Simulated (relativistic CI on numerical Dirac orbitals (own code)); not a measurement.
**Hyperfine structure of Ga7+, mass number 71**

Method of calculation: Dirac-Coulomb-Breit CI, orbitals from a KLI potential per configuration, model QED (radiative potential, 1s self-energy scaled to tabulated hydrogen-like ionisation energies), unscaled Slater integrals (own radial code, finite nucleus).

Configuration list (outside the closed core [Ne]): 3s2 3p6 3d6, 3s2 3p5 3d7, 3s2 3p6 3d5 4s, 3s2 3p4 3d8, 3s2 3p6 3d5 4p, 3s 3p6 3d7, 3s2 3p6 3d4 4s2, 3s2 3p6 3d5 4d, 3s2 3p6 3d4 4s 4p, 3s2 3p6 3d4 4p2, 3s2 3p6 3d5 5s, 3s2 3p6 3d5 4f, 3p6 3d8, 3s2 3p6 3d5 5p, 3s2 3p6 3d5 5d, 3s 3p5 3d8. Levels of other configurations are missing.

Nuclear spin I = 3/2, μ = 2.56033 μN, Q = 0.107 b (tables of Stone and Pyykkö). The electronic factors are computed for point nuclear moments, without core polarisation or the Bohr-Weisskopf and QED corrections.

| Level | E (eV) | A (MHz) | B (MHz) |
| --- | --- | --- | --- |
| 3s2 3p6 3d6 5D_4 | 0.0000 | 1412 | 223 |
| 3s2 3p6 3d6 5D_3 | 0.2462 | 1031 | 54.4 |
| 3s2 3p6 3d6 5D_2 | 0.4009 | 841.1 | -47.4 |
| 3s2 3p6 3d6 5D_1 | 0.4994 | 728 | -76.3 |
| 3s2 3p6 3d6 3P_2 | 4.3173 | 1170 | -15.9 |
| 3s2 3p6 3d6 3F_4 | 5.0101 | 1997 | 85.8 |
| 3s2 3p6 3d6 3P_1 | 5.0178 | 787.3 | 2.77 |
| 3s2 3p6 3d6 3H_6 | 5.0780 | 2300 | -115 |

Levels with J = 0, under 50 % of one LS term, or S terms without an open s electron are left out. Small factors come from cancelling terms and can be off by tens of per cent or more.

At this charge configurations can still be misplaced by up to about 7 % of their energy. Terms inside the open d or f shell come out 10 to 20 % too wide with unscaled integrals.

**Question.** Give the hyperfine levels of 3s2 3p6 3d6 5D_4 relative to its centre of gravity.

**Answer.** With K = F(F + 1) − I(I + 1) − J(J + 1), E = AK/2 + B[¾K(K + 1) − I(I + 1)J(J + 1)]/[2I(2I − 1)J(2J − 1)]: F = 5/2: -10480, F = 7/2: -5693, F = 9/2: 608.7, F = 11/2: 8529 MHz.
